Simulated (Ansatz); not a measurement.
Start from `C=C[CH2][InH][F]` and change one atom or group to get `C=CCC[SiH3]`.

Ansatz, PBE0-D4/def2-TZVP geometries, multiplicity 1. Each molecule was computed in one conformer, which needn't be the lowest.

Elements past krypton have def2 core potentials.

```json
{"property": "LUMO energy (PBE/def2-TZVPP) / eV", "`C=C[CH2][InH][F]`": "-2.21"}
{"property": "LUMO energy (B3LYP/def2-TZVPP) / eV", "`C=C[CH2][InH][F]`": "-1.77"}
{"property": "HOMO–LUMO gap (PBE0/def2-TZVPP) / eV", "`C=C[CH2][InH][F]`": "5.44"}
{"property": "HOMO–LUMO gap (ωB97M-V/def2-TZVPP) / eV", "`C=C[CH2][InH][F]`": "9.01"}
{"property": "HOMO energy (PBE/def2-TZVPP) / eV", "`C=C[CH2][InH][F]`": "-5.91"}
{"property": "HOMO–LUMO gap (B3LYP/def2-TZVPP) / eV", "`C=C[CH2][InH][F]`": "4.97"}
```

Problem. What does the change do to each property? (Best estimate.)

Solution. Ansatz gave: 
```csv
property,`C=CCC[SiH3]`,shift
LUMO energy (PBE/def2-TZVPP) / eV,-0.88,1.33
LUMO energy (B3LYP/def2-TZVPP) / eV,-0.11,1.66
HOMO–LUMO gap (PBE0/def2-TZVPP) / eV,7.63,2.19
HOMO–LUMO gap (ωB97M-V/def2-TZVPP) / eV,11.77,2.76
HOMO energy (PBE/def2-TZVPP) / eV,-6.38,-0.47
HOMO–LUMO gap (B3LYP/def2-TZVPP) / eV,7.17,2.20
```

With PBE0 the HOMO falls by 0.57 eV and the LUMO rises by 1.62 eV, so the gap widens by about 2.19 eV. PBE moves the HOMO by -0.47 eV and ωB97M-V by -0.74 eV.

Positive LUMOs are unbound, so they and the gaps depend on the basis.

B3LYP here is the variant with VWN-RPA as its local correlation; programs differ in this.
